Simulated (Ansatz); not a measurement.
BH4NOSi can be A, `N[SiH]1BO1`, or B, `O[SiH]1BN1`.

Gas-phase electronic energies from Ansatz, PBE0-D4/def2-TZVP geometries. CCSD(T)/CBS is the MP2 limit (def2-TZVPP, def2-QZVPP) plus CCSD(T) − MP2 in def2-TZVPP, frozen cores. DFT in def2-TZVPP. B3LYP here is the variant with VWN-RPA as its local correlation; programs differ in this. One conformer a species, not always the lowest.

A:

Z-matrix (Å, degrees):
```
Si
B 1 1.889
O 1 1.750 2 43.2
N 1 1.693 2 126.9 3 -94.8
H 1 1.478 2 125.8 3 79.4
H 2 1.192 1 166.9 3 174.6
H 4 1.006 1 122.7 2 150.7
H 4 1.005 1 123.1 2 -14.9
```

B:

Z-matrix (Å, degrees):
```
Si
B 1 1.907
N 1 1.741 2 44.6
O 1 1.644 2 124.0 3 -97.1
H 1 1.485 2 128.1 3 86.6
H 2 1.188 1 163.8 3 175.3
H 3 1.010 1 150.7 2 -177.2
H 4 0.958 1 116.9 2 165.4
```

(1) Which is lower in electronic energy at CCSD(T)/CBS, and by how much? (Best estimate.)

(2) Give E(B) − E(A) in kJ/mol with r2SCAN-D4, B3LYP-D4, HF/def2-TZVPP, LDA (SPW92), BLYP-D4, PBE0-D4, CCSD/def2-TZVPP. (An estimate is asked.)

(3) Does the order hold for the free energy at 298.15 K (harmonic terms from PBE0-D4)? (Best estimate.)

Largest T1 diagnostic: 0.015.

Answers

(1) The calculation gave: A, by 4.4 kJ/mol.

(2) Ansatz gave: r2SCAN-D4 5.7, B3LYP-D4 6.7, HF/def2-TZVPP 5.1, LDA (SPW92) 1.2, BLYP-D4 9.5, PBE0-D4 2.8, CCSD/def2-TZVPP 5.0. None reverses the order clearly.

(3) Ansatz gave: Yes: G(B) − G(A) = +4.4 kJ/mol, for one conformer each.

Leaving LDA and LC-ωPBE aside and taking each functional with its dispersion term where it has one, the values, not all of them listed here, spread over 6.8 kJ/mol, from r2SCAN0-D4 to BLYP-D4. LDA lies −4.7 kJ/mol from PBE without D4. From PBE to PBE0 (25 % exact exchange), in def2-TZVPP and without D4, E(B) − E(A) moves by −3.0 kJ/mol.
